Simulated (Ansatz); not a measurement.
Frontier orbitals of BCl9Si3 (`Cl[Si](Cl)(Cl)B([Si](Cl)(Cl)Cl)[Si](Cl)(Cl)Cl`).

Charge 0, multiplicity 1. The structure was optimised at the PBE0-D4/def2-TZVP level. It is one conformer, not always the lowest. Basis def2-TZVPP, Ansatz.

```
functional  HOMO (eV)  LUMO (eV)
   ωB97M-V     -10.87      -2.38
```

Task: Give HOMO and LUMO (eV) with LDA (SPW92), PBE, revPBE, BLYP, r2SCAN, B97M-V, PBE0, B3LYP, r2SCANh, r2SCAN0, HSE06 (plane-wave form), BHLYP, CAM-B3LYP, LC-ωPBE, ωB97X-V, HF. (Best estimate.)

Result: The calculation gave: 
```tsv
functional	HOMO	LUMO
LDA (SPW92)	-7.68	-5.38
PBE	-7.53	-5.10
revPBE	-7.47	-4.99
BLYP	-7.39	-4.85
r2SCAN	-7.87	-5.00
B97M-V	-7.96	-4.99
PBE0	-8.81	-4.35
B3LYP	-8.60	-4.43
r2SCANh	-8.33	-4.72
r2SCAN0	-9.02	-4.29
HSE06 (plane-wave form)	-8.42	-4.72
BHLYP	-9.99	-3.28
CAM-B3LYP	-10.14	-3.19
LC-ωPBE	-11.46	-2.17
ωB97X-V	-11.12	-2.23
HF	-11.77	-0.69
```

B3LYP here is the variant with VWN-RPA as its local correlation; programs differ in this. LC-ωPBE has ω = 0.4 bohr⁻¹.
